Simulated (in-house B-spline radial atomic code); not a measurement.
**RPA and G0W0 on B3LYP (VWN-RPA): the oxygen ion O⁺**

Configuration [He] 2s2 2p3, highest spin, mean-field start B3LYP (VWN-RPA). Computed with a B-spline radial code for spherical atoms: all electrons, scalar-relativistic (spin-free one-electron X2C), finite nucleus, each spin shell either full or empty, empty states to l = 9 with an (l + 1/2)⁻⁴ tail; G0W0 by contour deformation at full frequency.

Command:
```bash
python run_gw.py task.json out
```
Settings (radii: box in bohr, nucleus in fm):
```
Z                        8
electrons                7
configuration            [He] 2s2 2p3
hamiltonian              x2c
method                   b3lyp
lmax                     9
rms_radius               2.6991
spin_polarised           True
box_radius               23.78
intervals                72
```

Run time, properties included: 2.2 s on 1 thread of Arm Neoverse N1 (shared host).

Energies (hartree):

```tsv
term	value
mean-field total	-74.63509
Hartree-Fock functional on these orbitals	-74.42570
direct second order	-0.38906
second-order exchange	0.18041
SOSEX correction	0.15907
```

Task: What is the RPA correlation energy, and what remains with SOSEX?

Result: RPA gives -0.33506 hartree (-1.3 eV per electron); RPA + SOSEX gives -0.17599, and the second-order doubles -0.20865 hartree (no singles). SOSEX takes back 47 % of the RPA value.

Quasi-particle levels (eV):

| level | occupied | mean field | Σx - vxc | Σc | QP weight | G0W0 |
| --- | --- | --- | --- | --- | --- | --- |
| 2p up | yes | -28.427 | -7.78 | ? | ? | ? |
| 2s down | yes | -37.61 | -4.33 | -1.31 | 0.921 | -43.25 |
| 2p down | no | -19.175 | 9.36 | -3.89 | 0.928 | -13.702 |

G0W0 = mean field + (Σx - vxc) + Σc, with Σc (partial-wave tail included) taken at the quasi-particle energy. Levels of low weight are left out.

Task: Where does G0W0 put 2p up?

Result: At -34.76 eV, with Σc = 1.44 eV and a quasi-particle weight of 0.913. The tabulated removal energy is 35.121 eV (NIST, measured).
